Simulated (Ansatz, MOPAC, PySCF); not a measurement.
Species: SiHClF (charge -1, singlet). SMILES: F[SiH-]Cl
Geometry from a B3LYP-D3(BJ)/def2-TZVP (Ansatz, a quantum-chemistry and plane-wave program) optimisation:
```xyz
4

Si    -0.7894    -0.5007    -0.2280
F     -1.3565     1.0706    -0.0340
Cl     1.4279    -0.0994     0.1324
H     -1.0140    -0.9369     1.2458
```
Charge -1, spin multiplicity 1.

Unscaled harmonic wavenumbers (cm⁻¹) in rising order, each level at the stationary point that it reaches from this structure (no distance between atoms moves by over 0.3 Å); the order of modes can differ between levels, and a negative number is imaginary. B3LYP-D3(BJ)/def2-TZVP (PySCF, at the structure above): 201, 349, 695, 724, 826, 1818.

AM1 (MOPAC): 216, 324, 545, 729, 1098, 2168. Zero-point energy 7.3 against 6.6 kcal/mol; where all levels lie over 400 cm⁻¹, the wavenumbers are on average 1.078 times those of B3LYP-D3(BJ)/def2-TZVP.

PM3 (MOPAC): 242, 372, 677, 823, 897, 1980. Zero-point energy 7.1 against 6.6 kcal/mol; where all levels lie over 400 cm⁻¹, the wavenumbers are on average 1.072 times those of B3LYP-D3(BJ)/def2-TZVP.

HF/3-21G (Ansatz): 184, 306, 762, 845, 935, 1953. Zero-point energy 7.1 against 6.6 kcal/mol; where all levels lie over 400 cm⁻¹, the wavenumbers are on average 1.117 times those of B3LYP-D3(BJ)/def2-TZVP.

B3LYP/6-31G* (Ansatz): 191, 344, 734, 752, 847, 1830. Zero-point energy 6.7 against 6.6 kcal/mol; where all levels lie over 400 cm⁻¹, the wavenumbers are on average 1.032 times those of B3LYP-D3(BJ)/def2-TZVP.
